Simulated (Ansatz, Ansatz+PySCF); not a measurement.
```xyz
6

C    -0.0034    0.0092   -0.6632
C     0.0091   -0.0040    0.6660
H     0.0019   -0.9226   -1.2355
H    -0.0069    0.9240   -1.2412
H     0.0079   -0.9260    1.2370
H     0.0000    0.9376    1.2480
```

Basis set: def2-SVP (spherical functions). Frozen core: 2 orbitals. Charge 0, multiplicity 1.

Computed with Ansatz (development build ahead of 0.2.0); each method stands on the lowest determinant of its kind that the runs found. Restricted open shells among the atoms or ions are ROHF, correlated in semicanonical orbitals with singles.

(1) Give the atomization energy at this shape (free ground-state atoms in the same class of orbitals less the molecule, no zero-point energy) of singlet C2H4 by RHF-CCSD(T), RHF-MP2, RHF, UHF.

Results:

(1)

| method | atomization energy |
| --- | --- |
| RHF-CCSD(T) | 23.51 eV |
| RHF-MP2 | 23.53 eV |
| RHF | 18.99 eV |
| UHF | 18.77 eV |
